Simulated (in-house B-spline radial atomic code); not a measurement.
## RPA and G0W0 on B3LYP (VWN-RPA): Tc VIII (Tc7+)

Configuration [Ar] 3d10 4s2 4p6, mean-field start B3LYP (VWN-RPA). Computed with an all-electron radial atomic-structure program (B-spline basis): all electrons, non-relativistic, point nucleus, each spin shell either full or empty, empty states to l = 9 with an (l + 1/2)⁻⁴ tail; G0W0 by contour deformation at full frequency.

Without relativity these are model numbers: it shifts the levels of so heavy an element strongly and can reorder them.

Command:
```bash
python run_gw.py task.json out
```
Settings (radii: box in bohr, nucleus in fm):
```
Z                        43
electrons                36
configuration            [Ar] 3d10 4s2 4p6
hamiltonian              nr
method                   b3lyp
lmax                     9
spin_polarised           False
box_radius               8.41
intervals                50
```

Run time, properties included: 2.5 s on 1 thread of Arm Neoverse N1, on a shared host.

Energies (hartree):

```tsv
term	value
mean-field total	-4195.25138
Hartree-Fock functional on these orbitals	-4193.42092
direct second order	-3.0206
second-order exchange	0.86322
SOSEX correction	0.80938
```

Task: What is the RPA correlation energy, and what remains with SOSEX?

Result: RPA gives -2.7065 hartree (-2.05 eV per electron); RPA + SOSEX gives -1.8971, and the second-order doubles -2.1574 hartree (no singles). SOSEX takes back 30 % of the RPA value.

Quasi-particle levels (eV):

| level | occupied | mean field | Σx - vxc | Σc | QP weight | G0W0 |
| --- | --- | --- | --- | --- | --- | --- |
| 4p | yes | -143.62 | -7.21 | ? | ? | ? |
| 3d | yes | -367.01 | -23.95 | 6.73 | 0.925 | -384.24 |
| 4d | no | -96.32 | 8.64 | -2.49 | 0.972 | -90.17 |

G0W0 = mean field + (Σx - vxc) + Σc, with Σc (partial-wave tail included) taken at the quasi-particle energy. Only the outer levels were computed. Levels of low weight are left out.

Task: Where does G0W0 put 4p?

Result: At -151.62 eV, with Σc = -0.79 eV and a quasi-particle weight of 0.963. The tabulated removal energy is 150 ± 2.1 eV (NIST, tabulated theory); the calculation leaves out relativity, Breit and QED terms, and what these don't explain is the method's own error.
